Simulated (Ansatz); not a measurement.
(SiH3)3N (Si3NH9): single points at one geometry.

```yaml
crystal:
  periodic: [false, false, false]
  atoms:
    - {symbol: N, position_ang: [-0.003763, -0.004427, 0.000947]}
    - {symbol: Si, position_ang: [-0.116812, -0.183321, -1.740154]}
    - {symbol: Si, position_ang: [1.245548, -0.856258, 0.889782]}
    - {symbol: Si, position_ang: [-1.129520, 1.037985, 0.850583]}
    - {symbol: H, position_ang: [0.084508, 1.120297, -2.443636]}
    - {symbol: H, position_ang: [0.958744, -1.134205, -2.157464]}
    - {symbol: H, position_ang: [-1.445446, -0.730846, -2.151370]}
    - {symbol: H, position_ang: [1.133713, -2.336190, 0.712036]}
    - {symbol: H, position_ang: [2.614160, -0.438412, 0.457286]}
    - {symbol: H, position_ang: [1.066717, -0.519836, 2.335451]}
    - {symbol: H, position_ang: [-2.064101, 1.603906, -0.169822]}
    - {symbol: H, position_ang: [-1.916586, 0.281207, 1.871329]}
    - {symbol: H, position_ang: [-0.427160, 2.160119, 1.545032]}
basis:
  gaussian: {orbitals: def2-TZVP, initial_orbitals: start.molden}
hamiltonian: {xc: {name: LC-wPBE, parameters: {omega: 0.1/bohr}}}
scf: {omitted_lower_state_checks: [starts]}
output: {orbitals: {seedname: orbitals}}
```

The file start.molden holds the orbitals of an earlier run on this structure, at another level or in another basis.

```sh
$ ansatz run in.yaml --threads 4 --pin off --events-out ev --progress --plain --max-ram 3916MiB
```

Shortened log:

```
Functional definition: LC-wPBE
1307 factors; their error is unknown
99 factors; integrals over basis functions are off by at most 4.0e-7 eV
mean field evaluation 1: about -25259.9317 eV, gradient 1.2e1 eV
mean field evaluation 2: about -25260.0562 eV, gradient 1.4e-1 eV
mean field evaluation 4: about -25260.0390 eV, gradient 1.1e-4 eV
mean field -25260.03896398 eV, -928.2893100569 hartree, gradient 2.0e-5 eV, S^2 0.000000; 0 other end points of the search recorded, 0 dependent functions left out
reference -25260.03896416 eV, -928.2893100637 hartree; 29, 29 occupied and 167, 167 virtual orbitals, 1307 factors
Total energy: -25260.03896416 eV, -928.2893100637 hartree
Checks for a lower state left out: starts
```

Hardware: 4 threads of Arm Neoverse V1 on a shared host. Wall time 2.6 s.

As the first input, with `hamiltonian: {xc: {name: LC-wPBE, parameters: {omega: 0.3/bohr}}}` (abridged; 2.1 s):

```
Functional definition: LC-wPBE
mean field -25262.72136958 eV, -928.3878866445 hartree, gradient 1.4e-5 eV, S^2 0.000000
Total energy: -25262.72136960 eV, -928.3878866452 hartree
Checks for a lower state left out: starts
```

As the first input, with `hamiltonian: {xc: r2scan, dispersion: d4}` (abridged; 3.1 s):

```
Functional definition: r2SCAN
mean field -25269.23684018 eV, -928.6273257725 hartree, gradient 9.0e-5 eV, S^2 0.000000
Total energy: -25269.32151707 eV, -928.6304375912 hartree
Checks for a lower state left out: starts
```

First input, but with `gaussian: {orbitals: def2-SVP, initial_orbitals: start.molden}`, `hamiltonian: {xc: pbe0, dispersion: d4}` (abridged; 1.1 s):

```
Functional definition: PBE0
mean field -25250.07430915 eV, -927.9231157460 hartree, gradient 8.5e-5 eV, S^2 0.000000
Total energy: -25250.36872620 eV, -927.9339353733 hartree
Checks for a lower state left out: starts
```

The first input with `hamiltonian: {xc: {name: LC-wPBE, parameters: {omega: 0.15/bohr}}}` (abridged; 2 s):

```
Functional definition: LC-wPBE
mean field -25260.57990447 eV, -928.3091892531 hartree, gradient 1.9e-5 eV, S^2 0.000000
Total energy: -25260.57990454 eV, -928.3091892558 hartree
Checks for a lower state left out: starts
```

The first input with `gaussian: {orbitals: 6-31G}`, `hamiltonian: {xc: hf}` (abridged; 0.3 s):

```
Functional definition: HF
mean field -25206.04437297 eV, -926.3050454362 hartree, gradient 1.4e-5 eV, S^2 0.000000
Total energy: -25206.04437297 eV, -926.3050454362 hartree
Checks for a lower state left out: starts
```

The first input with `gaussian: {orbitals: def2-SVP, initial_orbitals: start.molden}`, `hamiltonian: {xc: pbe, dispersion: d4}` (abridged; 0.95 s):

```
Functional definition: PBE
mean field -25247.16294244 eV, -927.8161249930 hartree, gradient 6.0e-6 eV, S^2 0.000000
Total energy: -25247.50784227 eV, -927.8287998279 hartree
Checks for a lower state left out: starts
```

Geometry: PBE0-D4/def2-SVP.
